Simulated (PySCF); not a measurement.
**Ions at one geometry of [PbCl3(H2O)]+**

PySCF 2.14.0, RKS PBE0, Pb def2-SVP with ECP60, Cl def2-SVP, O def2-SVP, H def2-SVP; non-relativistic Hamiltonian with scalar-relativistic core potentials where named; density fitting; no spin-orbit coupling; singlets restricted, open shells unrestricted. The geometry is relaxed for charge +1, singlet, vacuum:

```xyz
7

Pb    0.0608   -0.1022    0.1022
Cl    1.1346    1.7161    1.1926
Cl   -1.6296   -1.2813    1.2813
Cl    1.1346   -1.1926   -1.7161
O    -1.2857    1.2443   -1.2443
H    -1.5114    2.1689   -1.0550
H    -1.5114    1.0550   -2.1689
```

Energies count from the relaxed state; an electron taken off or put on is at rest in vacuum. Charges and spins are Mulliken's.

```csv
state,energy (eV),spin squared,charge on Pb1 (e),spin on Pb1 (e),dipole about the centre of mass (D)
"charge +1, singlet, vacuum",0.00,0.00,1.01,0.00,5.04
"charge 0, doublet, vacuum",-7.81,0.75,0.78,0.26,5.39
```

**Question.** What does the state charge +2, doublet, vacuum give?

**Answer.** energy (eV) 16.24, spin squared 0.75, charge on Pb1 (e) 1.10, spin on Pb1 (e) -0.08, dipole about the centre of mass (D) 4.32.

With an electron taken off (doublet) the charges change, summed by element, by Pb +0.09 e, Cl +0.86 e, O +0.00 e, H +0.05 e. The vertical ionisation energy is 16.24 eV, against −ε(HOMO) = 14.21 eV of the relaxed state. The level lies 2.0 eV too high, as is usual for semilocal functionals and global hybrids, which keep a self-interaction error.

With an electron put on (doublet) the charges change, summed by element, by Pb -0.23 e, Cl -0.71 e, O +0.01 e, H -0.07 e. The vertical electron affinity is 7.81 eV, against −ε(LUMO) = 9.83 eV of the relaxed state.

Open shells may have lower solutions than those found.
